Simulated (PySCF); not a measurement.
**Relaxation of triplet HPtN**

Computed with UPBE0 in PySCF with Pt def2-TZVP with ECP60, N def2-TZVP, H def2-TZVP; scalar-relativistic core potentials, no spin–orbit coupling; density-fitted integrals. A (50,194) grid was used.

A start displaced from a saddle point along its imaginary mode, of Cs symmetry, held to at least that symmetry:

```xyz
3
charge 0 multiplicity 3, angstrom
Pt   -0.0012    0.0001    0.1053
N     0.0087   -0.0010   -1.5993
H     0.1192   -0.0142    1.8435
```

Problem. What does it relax to?

Solution. It ends at Cs with Pt–H 1.542 Å, Pt–N 1.758 Å; H–Pt–N 100.1°. A frequency run shows a minimum.

Problem. How much energy is released, and in how many steps?

Solution. 157.3 kJ/mol in 9 steps.

Other spin states or occupations of the open shell can lie lower. Spin–orbit coupling, left out here, can matter for elements this heavy.
